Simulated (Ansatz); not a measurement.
Relaxation of Cl2HOZn (5 atoms, charge 0, multiplicity 2), to a largest force component of 0.03 eV/Å in at most 50 steps.

These are results of UHF/def2-SVP in Ansatz, not measurements.

```xyz
5
Properties=species:S:1:pos:R:3:forces:R:3
Zn -0.004 -0.006 -0.084 0.00 0.00 0.98
Cl -0.010 -0.016 2.123 0.00 0.00 -1.37
Cl -0.003 -0.005 -2.212 0.00 0.00 0.00
O -0.008 -0.012 4.925 0.09 0.15 0.46
H -0.490 -0.762 4.595 -0.09 -0.15 -0.06
```

Q: Where does it end, and by what steps?

A: It converged. The force dipped under the threshold on the way, but the program's further checks kept it going. After 9 steps the energy has fallen by 0.180 eV; O4 moved furthest, 0.71 Å.

| step | energy less start (eV) | largest force component (eV/Å) | accepted |
| --- | --- | --- | --- |
| 0 | 0.0000 | 1.374 | yes |
| 1 | -0.1073 | 0.673 | yes |
| 2 | -0.1034 | 1.454 | no |
| 3 | -0.1304 | 0.337 | yes |
| 4 | -0.1399 | 0.572 | yes |
| 5 | -0.1638 | 0.064 | yes |
| 6 | -0.1775 | 0.141 | yes |
| 7 | -0.1798 | 0.011 | yes |
| 8 | -0.1705 | 0.981 | no |
| 9 | -0.1799 | 0.028 | yes |

```xyz
5
Properties=species:S:1:pos:R:3
Zn -0.035 -0.055 -0.264
Cl -0.113 -0.176 1.869
Cl 0.041 0.063 -2.386
O -0.200 -0.312 5.543
H -0.206 -0.321 4.585
```

Whether the end is a true minimum wasn't checked by a vibrational analysis.

The run took 62 s on 2 threads of Arm Neoverse N1, on a shared host, peak memory 0.36 GiB.
